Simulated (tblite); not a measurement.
Isomers of C8H12SSi. Computed values, GFN2-xTB/tblite, gas phase, harmonic and unscaled. Errors from tens to a few hundred cm⁻¹ against measured bands are possible. Modes of hydrogen on silicon can be 10 to 20 % off. One conformer each.

Electronic energies: GFN2-xTB at the same geometries; isomer energies are rough at this level and their order can be wrong.

```csv
SMILES,"electronic energy, lowest = 0 (kJ/mol)"
c1csc([SiH]2CCCC2)c1,0.0
CC(=S)CC1=C[SiH2]C=CC1,111.6
CC(=S)C1=C[SiH2][C@H]2C[C@@H]1C2,68.7
```

Question: How do GFN2-xTB zero-point energies change the relative energies?

Answer: 
| SMILES | ZPE (kJ/mol) | of it from modes above 1550 cm⁻¹ | electronic (kJ/mol) | with ZPE, lowest = 0 (kJ/mol) | lowest mode (cm⁻¹) | rings |
| --- | --- | --- | --- | --- | --- | --- |
| c1csc([SiH]2CCCC2)c1 | 460.1 | 212.4 | 0.0 | 0.0 | 17 | 2 |
| CC(=S)C1=C[SiH2][C@H]2C[C@@H]1C2 | 453.3 | 215.8 | 68.7 | 61.9 | 8i | 3 |
| CC(=S)CC1=C[SiH2]C=CC1 | 445.1 | 225.2 | 111.6 | 96.6 | 29 | 1 |

The zero-point energies span 15.0 kJ/mol, from `CC(=S)CC1=C[SiH2]C=CC1` to `c1csc([SiH]2CCCC2)c1`. Slightly imaginary modes are left out of the zero-point energy: `CC(=S)C1=C[SiH2][C@H]2C[C@@H]1C2` 7.5i cm⁻¹. The order is unchanged.
